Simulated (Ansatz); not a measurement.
`S[SiH2]BCl` + H₂ → `[SiH3]S` + `BCl` at 500 K and 1 bar (hydrogenolysis of the Si–B bond).

Computed with Ansatz on PBE0-D4/def2-TZVP structures; ΔE is electronic, products minus reactants. CCSD(T)/CBS adds triple-zeta CCSD(T) − MP2 to the extrapolated MP2 energy (def2 sets, frozen cores). This one scheme is used for every species. One conformer a species, not always the lowest.

```json
{"species": "`S[SiH2]BCl`", "CCSD(T)/CBS energy (Eh)": "-1173.87376", "H − E (kJ/mol)": "149.0", "S (J/(mol·K))": "407.6"}
{"species": "H₂", "CCSD(T)/CBS energy (Eh)": "-1.17544", "H − E (kJ/mol)": "41.0", "S (J/(mol·K))": "145.5"}
{"species": "`[SiH3]S`", "CCSD(T)/CBS energy (Eh)": "-689.27336", "H − E (kJ/mol)": "117.6", "S (J/(mol·K))": "310.5"}
{"species": "`BCl`", "CCSD(T)/CBS energy (Eh)": "-485.78909", "H − E (kJ/mol)": "75.1", "S (J/(mol·K))": "258.0"}
```

H − E and S are ideal-gas, rigid-rotor, harmonic terms from PBE0-D4/def2-TZVP, for one conformer and one mirror image of each species. The MP2-based limit puts H₂ 0.8 mEh under its directly extrapolated value; such offsets cancel only in part. 1 Eh = 2625.50 kJ/mol, R = 8.31446 J/(mol·K).

Task: By hand: ΔE, ΔH, ΔS and ΔG.

Result: ΔE = (-689.27336) + (-485.78909) − (-1173.87376) − (-1.17544) = -0.01325 Eh = -34.8 kJ/mol. Δ(H − E) = 117.6 + 75.1 − 149.0 − 41.0 = 2.7, so ΔH = -32.1 kJ/mol. ΔS = 310.5 + 258.0 − 407.6 − 145.5 = 15.4 J/(mol·K). ΔG = -32.1 − 500 × (15.4)/1000 = -39.8 kJ/mol.

Task: By hand: the equilibrium constant, and the temperature at which ΔG would vanish if ΔH and ΔS stayed fixed.

Result: log₁₀ K = −ΔG/(RT ln 10) = 4.2. ΔH and −TΔS have one sign here, so there is no such temperature.

ΔH outweighs TΔS. A doubt of 5 kJ/mol in ΔE shifts log₁₀ K by 0.5 here. Other conformers and mirror images would add mixing entropy, several J/(mol·K) or more a flexible species. Modes under 60 cm⁻¹, often nearly free rotors, make the harmonic entropy too high. These are equilibria of isolated gas molecules and say nothing of rates. Largest T1 diagnostic: 0.013 (customary marks: 0.02 for closed shells, 0.045 for open ones).
